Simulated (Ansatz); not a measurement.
Relaxation of BF$_{2}$H$_{3}$O$_{2}$ (8 atoms, charge 0, multiplicity 1), to a largest force component of 0.03 eV/Å in at most 50 steps.

Level of theory: Ansatz, RKS CAM-B3LYP-D4/def2-SVP.

```xyz
8
Properties=species:S:1:pos:R:3
B 0.152 0.488 -0.211
F -0.120 -0.398 2.136
O 1.350 -0.012 -0.582
H 1.286 -0.902 -0.947
F -0.983 -0.141 -0.497
O 0.059 1.722 0.402
H 0.926 2.127 0.525
H -0.471 0.459 2.128
```

Where does it end, and by what steps?

The forces met the threshold. The force dipped under the threshold on the way, but the program's further checks kept it going. After 7 steps the energy has fallen by 0.078 eV; F2 moved furthest, 0.34 Å.

```
step  energy less start (eV)  largest force component (eV/Å)  accepted
   0                  0.0000                           0.788       yes
   1                 -0.0321                           1.356       yes
   2                 -0.0505                           1.039       yes
   3                 -0.0730                           0.334       yes
   4                 -0.0757                           0.201       yes
   5                 -0.0770                           0.125       yes
   6                 -0.0774                           0.024       yes
   7                 -0.0776                           0.020       yes
```

```xyz
8
Properties=species:S:1:pos:R:3
B 0.152 0.427 -0.234
F -0.265 -0.221 2.391
O 1.362 0.007 -0.654
H 1.332 -0.820 -1.150
F -0.964 -0.208 -0.557
O 0.038 1.559 0.525
H 0.894 1.987 0.656
H -0.349 0.615 1.977
```

The run took 17 s on 2 threads of Arm Neoverse V1, on a shared host, peak memory 0.18 GiB.
